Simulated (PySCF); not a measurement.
OY, SMILES [O]=[Y] (connectivity only; charge and spin as stated), neutral, multiplicity 2.

Geometry optimised at PBE0-D3(BJ)/def2-TZVPD. The def2 effective core potentials stand for the cores of Y; spin–orbit coupling is left out.

Two levels are set side by side: PBE/def2-TZVPD (PySCF) and ωB97X/def2-TZVPD (PySCF). Same geometry, gas phase. Differences are taken from unrounded values.

```tsv
quantity	ωB97X	PBE	PBE minus ωB97X
α-spin orbital gap (eV)	6.22	1.71	-4.51
β-spin orbital gap (eV)	9.85	2.96	-6.88
dipole moment (D)	4.75	4.36	-0.39
mean polarisability (bohr³)	144.4	127.4	-17.0
```

Rough cost on one machine, each run with all the roots and properties that it gave: ωB97X against PBE within a factor of 2.
